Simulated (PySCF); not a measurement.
GeF3I, SMILES [F][Ge]([F])([F])[I]. The structure is a stationary point at B3LYP-D3(BJ)/def2-SVP. The def2 effective core potentials stand for the cores of I; spin–orbit coupling is left out.

Task: Give the equilibrium geometry at B3LYP-D3(BJ)/def2-SVP (PySCF confirms it by a frequency run) as bond lengths and angles, and its point group. (The exact figures need the calculation; the answer reports its results.)

Result: point group C3v.
Atoms: F1 Ge2 F3 F4 I5. Bonds (Å): F1–Ge2 1.719, Ge2–F3 1.719, Ge2–F4 1.719, Ge2–I5 2.471. Angles (°): F1–Ge2–F3 106.4, F1–Ge2–F4 106.4, F1–Ge2–I5 112.4, F3–Ge2–F4 106.4, F3–Ge2–I5 112.4, F4–Ge2–I5 112.4.
